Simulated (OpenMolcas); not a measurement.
# How basis sets differ on CH5FOSn (SMILES C[O][SnH2][F])

CH5FOSn: 9 atoms, total charge 0, spin state singlet. As SMILES, `C[O][SnH2][F]`. The shape is that of a PBE0-D4/def2-TZVP optimisation. This is one conformer, not always the lowest.

```xyz
9

C     0.5185    1.3729    0.0701
O     0.8680    0.0818   -0.3738
Sn   -0.3995   -1.3884   -0.2438
F    -0.6974   -1.6294    1.6405
H     1.3133    2.0605   -0.2311
H    -0.4206    1.7317   -0.3734
H     0.4221    1.4182    1.1609
H    -1.9160   -0.9243   -0.8599
H     0.3999   -2.7691   -0.8064
```

Each level gives the HOMO–LUMO gap (eV). The values are calculated.

```json
{"level": "HF/ANO-R0 (sfX2C)", "kind": "Hartree–Fock", "program": "OpenMolcas", "value (eV)": "13.23", "CPU time": "8.6 s"}
{"level": "HF/ANO-RCC-MB (DKH2)", "kind": "Hartree–Fock", "program": "OpenMolcas", "value (eV)": "15.95", "CPU time": "13 s"}
{"level": "HF/STO-3G", "kind": "Hartree–Fock", "program": "OpenMolcas", "value (eV)": "18.42", "CPU time": "4.5 s"}
{"level": "HF/3-21G", "kind": "Hartree–Fock", "program": "OpenMolcas", "value (eV)": "15.06", "CPU time": "6.1 s"}
{"level": "HF/def2-SVP (core potential)", "kind": "Hartree–Fock", "program": "OpenMolcas", "value (eV)": "14.94", "CPU time": "14 s"}
{"level": "HF/ANO-R1 (sfX2C, RICD fitting)", "kind": "Hartree–Fock", "program": "OpenMolcas", "value (eV)": "13.87", "CPU time": "18 s"}
```

All-electron rows without a relativistic Hamiltonian named are non-relativistic, while core potentials hold scalar relativity, so basis and relativity change together. The values span 13.23 to 18.42 eV. A Hartree–Fock LUMO above zero doesn't converge with the basis: it sinks as sets grow more diffuse. Orbital gaps aren't excitation energies. Times are those of the runs behind each value, whatever else they computed, on shared processors of several kinds: orders of magnitude only.
